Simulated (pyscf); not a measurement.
Insertion: HO–Al [singlet] + silanol (HO–SiH₃) → HO–AlH–O–SiH₃

Gas phase, singlet surface, charge 0. Bonds broken: O4–H6. Bonds formed: Al1–O4, Al1–H6. Optimised with ωB97X-D3(BJ)/def2-SVP in PySCF. MP2 and CC: frozen core, UHF for open shells. ΔMP2 is the change of the MP2 total energy from the triple- to the quadruple-zeta basis.

Transition state (Å):

```xyz
9

Al    -2.2900    -0.0513     1.3050
O     -1.7444    -1.5435     1.9230
H     -2.0635    -2.0849     2.6466
O     -1.2675     0.5243    -0.1193
Si    -0.1542     0.6345    -1.3866
H     -2.2730     1.2864     0.2374
H      0.8675    -0.4351    -1.2254
H     -0.8576     0.4720    -2.6889
H      0.4968     1.9725    -1.3463
```

One imaginary mode, 1588i cm⁻¹; descent along it reached the two sides named, in the forms told below.

```tsv
bond	change	reactant side (Å)	saddle	product side
O4–H6	breaks	0.965	1.311	2.8
Al1–O4	forms	1.976	1.845	1.692
Al1–H6	forms	2.7	1.712	1.571
```

Electronic energies relative to the separated reactants (kcal/mol):

```json
[
 {"level": "ωB97X-D3(BJ)/def2-TZVP", "barrier": "21.4", "reaction energy": "-57.0", "reverse barrier": "78.4"},
 {"level": "PBE/def2-TZVP", "barrier": "14.6", "reaction energy": "-48.7", "reverse barrier": "63.3"},
 {"level": "r²SCAN/def2-TZVP", "barrier": "13.8", "reaction energy": "-57.2", "reverse barrier": "71.0"},
 {"level": "B3LYP-D3(BJ)/def2-TZVP", "barrier": "19.7", "reaction energy": "-52.8", "reverse barrier": "72.5"},
 {"level": "PBE0-D3(BJ)/def2-TZVP", "barrier": "18.5", "reaction energy": "-52.5", "reverse barrier": "71.0"},
 {"level": "M06-2X/def2-TZVP", "barrier": "21.9", "reaction energy": "-53.1", "reverse barrier": "75.0"},
 {"level": "ωB97M-D3(BJ)/def2-TZVP", "barrier": "23.7", "reaction energy": "-51.1", "reverse barrier": "74.8"},
 {"level": "HF/def2-TZVP", "barrier": "39.6", "reaction energy": "-54.9", "reverse barrier": "94.5"},
 {"level": "MP2/def2-QZVPP", "barrier": "19.5", "reaction energy": "-56.8", "reverse barrier": "76.3"},
 {"level": "CCSD/def2-TZVPP", "barrier": "26.1", "reaction energy": "-52.9", "reverse barrier": "79.0"},
 {"level": "CCSD(T)/def2-TZVPP", "barrier": "22.3", "reaction energy": "-53.0", "reverse barrier": "75.3"},
 {"level": "CCSD(T)/def2-TZVPP + ΔMP2(QZVPP)", "barrier": "21.7", "reaction energy": "-53.5", "reverse barrier": "75.3"}
]
```

With CCSD(T)/def2-TZVPP + ΔMP2(QZVPP) energies and thermal terms (ideal gas, 1 atm, RRHO with modes under 100 cm⁻¹ raised to 100, one conformer, R ln 2 for chiral ones without a mode under 150 cm⁻¹), in kcal/mol:

```tsv
T (K)	ΔH‡	ΔG‡	ΔH	ΔG
298	18.7	28.1	-54.3	-44.3
600	19.1	37.6	-53.9	-34.3
900	19.6	46.8	-53.0	-24.6
1200	20.3	55.7	-52.0	-15.3
```

On the reactant side the descent ends in an adduct with a Al–O, O–Si contact, 13.0 kcal/mol under the separated species and 34.3 kcal/mol under the saddle at ωB97X-D3(BJ)/def2-TZVP. What is counted as formed (Al–O) is already present as a longer contact in the reactant adduct; forming that adduct is a step of its own. One saddle was located; it need not be the lowest between these sides. The CCSD(T) − MP2 part came from Ansatz, without density fitting, on the same reference.
